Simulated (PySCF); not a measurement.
Trend along group 14: MTl cations

PBE with double-zeta basis sets in PySCF, for the lowest determinant that a PBE0 search found; no spin–orbit coupling. De refers to high-spin ground-configuration atoms (the charge goes to the atom of lower measured ionisation energy or higher electron affinity, which is not always the lowest computed limit). A positive dipole points towards Tl; it is taken about the centre of mass and depends on that origin.

| M | basis | charged atom | state (unpaired electrons) | Re (Å) | ωe (cm⁻¹) | De (eV) | μ (D) |
| --- | --- | --- | --- | --- | --- | --- | --- |
| C | def2-SVP | Tl+ | triplet (σ ↑, π ↑) | 2.974 | 154 | n/a | -1.33 |
| Si | def2-SVP | Tl+ | triplet (σ ↑, π ↑) | 3.223 | 114 | n/a | -3.00 |
| Ge | def2-SVP | Tl+ | triplet (σ ↑, π ↑) | 3.250 | 77.9 | n/a | -1.15 |
| Sn | def2-SVP | Tl+ | triplet (σ ↑, π ↑) | 3.384 | 67.8 | n/a | -0.51 |
| Pb | cc-pVDZ-PP | Tl+ | triplet (σ ↑, π ↑) | 3.433 | 57.3 | n/a | 1.18 |

The shortest bond is that of TlC⁺ (2.974 Å), the longest that of TlPb⁺ (3.433 Å).

The rows differ in basis set, which adds steps of its own.

Down a group the atoms grow and get heavier, so bonds lengthen and wavenumbers fall; this series shows no clear exception.

These are scalar-relativistic numbers at best; spin–orbit coupling would shift them, the dissociation energy most. States were picked by a PBE0 search and need not be the measured ground states.
